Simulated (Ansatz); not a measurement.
Cost and result for the atomization energy of C₂H₉FN₂Si (`CN(C)[SiH](N)F`) (15 atoms, 14 bonds).

| atom | x (Å) | y (Å) | z (Å) |
| --- | --- | --- | --- |
| C1 | 0.6352 | -1.2889 | -1.1917 |
| N2 | 0.2020 | -0.3982 | -0.1427 |
| C3 | 0.5111 | -0.8741 | 1.1856 |
| Si4 | -0.8437 | 0.9052 | -0.4380 |
| N5 | -0.5497 | 2.1327 | 0.7015 |
| F6 | -2.4087 | 0.6014 | -0.2426 |
| H7 | 0.1615 | -2.2769 | -1.1119 |
| H8 | 1.7218 | -1.4379 | -1.1533 |
| H9 | 0.3876 | -0.8749 | -2.1712 |
| H10 | 0.1689 | -0.1566 | 1.9324 |
| H11 | 1.5937 | -1.0070 | 1.3090 |
| H12 | 0.0329 | -1.8412 | 1.3916 |
| H13 | -0.6971 | 1.2242 | -1.8778 |
| H14 | -1.2817 | 2.7663 | 0.9748 |
| H15 | 0.3661 | 2.5259 | 0.8345 |

Total charge 0; spin multiplicity 1. Geometry: relaxed with PBE0-D4/def2-TZVP. It is one conformer, not always the lowest. Program: Ansatz. All runs use 2 threads of an AMD EPYC 7R13 on a shared host and a share of an NVIDIA H100 80 GB. Times are those of one run each, without the atoms' runs, and a repeat can differ threefold. Electronic energies, without spin–orbit coupling; frozen cores. CCSD(T)/CBS adds CCSD(T) − MP2 in def2-TZVPP to the MP2 limit, and its time is that of the two runs behind it. T1 = 0.011. B3LYP takes the VWN-RPA correlation (the form of Gaussian; ORCA's B3LYP/G).

CCSD(T)/CBS is a level of theory with its own doubt, some kJ/mol a heavy atom from the limit and from the frozen cores, so smaller differences don't rank the functionals.

```tsv
level	functions	wall time
PBE0-D4/def2-TZVPP	323	2 s
r2SCAN-D4/def2-TZVPP (with forces)	323	2.5 s
PBE-D4/def2-TZVPP (with forces)	323	2.7 s
B2PLYP/def2-TZVPP	323	2.8 s
B3LYP-D4/def2-TZVPP (with forces)	323	2.9 s
ωB97X-V/def2-TZVPP	323	3 s
ωB97M-V/def2-TZVPP (with forces)	323	3.7 s
MP2/def2-QZVPP	625	4.4 s
CCSD(T)/def2-TZVPP	323	6.5 s
CCSD(T)/CBS(def2)	–	11 s
```

Problem. What atomization energy does each give, and how far from CCSD(T)/CBS? (Estimate.)

Solution. Computed: 
```json
{"level": "PBE0-D4/def2-TZVPP", "atomization (kJ/mol)": "5667.2", "difference from CCSD(T)/CBS": "-15.9", "per bond": "-1.1"}
{"level": "r2SCAN-D4/def2-TZVPP (with forces)", "atomization (kJ/mol)": "5659.3", "difference from CCSD(T)/CBS": "-23.8", "per bond": "-1.7"}
{"level": "PBE-D4/def2-TZVPP (with forces)", "atomization (kJ/mol)": "5763.0", "difference from CCSD(T)/CBS": "79.9", "per bond": "5.7"}
{"level": "B2PLYP/def2-TZVPP", "atomization (kJ/mol)": "5621.8", "difference from CCSD(T)/CBS": "-61.3", "per bond": "-4.4"}
{"level": "B3LYP-D4/def2-TZVPP (with forces)", "atomization (kJ/mol)": "5689.9", "difference from CCSD(T)/CBS": "6.8", "per bond": "0.5"}
{"level": "ωB97X-V/def2-TZVPP", "atomization (kJ/mol)": "5699.6", "difference from CCSD(T)/CBS": "16.5", "per bond": "1.2"}
{"level": "ωB97M-V/def2-TZVPP (with forces)", "atomization (kJ/mol)": "5699.1", "difference from CCSD(T)/CBS": "16.0", "per bond": "1.1"}
{"level": "MP2/def2-QZVPP", "atomization (kJ/mol)": "5694.4", "difference from CCSD(T)/CBS": "11.3", "per bond": "0.8"}
{"level": "CCSD(T)/def2-TZVPP", "atomization (kJ/mol)": "5522.1", "difference from CCSD(T)/CBS": "-161.0", "per bond": "-11.5"}
{"level": "CCSD(T)/CBS(def2)", "atomization (kJ/mol)": "5683.1", "difference from CCSD(T)/CBS": "0.0", "per bond": "0.0"}
```

In def2-TZVPP, CCSD(T) changes the Hartree–Fock value by +1428.6 kJ/mol (the triples alone add +74.8 kJ/mol) and MP2 by +1504.1 kJ/mol; breaking electron pairs costs correlation energy, which Hartree–Fock lacks. The D4 term adds +50.9 kJ/mol with B3LYP and +27.0 kJ/mol with PBE0; it sums over pairs of atoms, weighted by their polarisabilities, and B3LYP, whose exchange is more repulsive, gets the larger term. From PBE to PBE0 (25 % exact exchange), in def2-TZVPP and without D4, the atomization energy moves by −90.9 kJ/mol: exact exchange takes away binding that semilocal exchange gives to molecules.
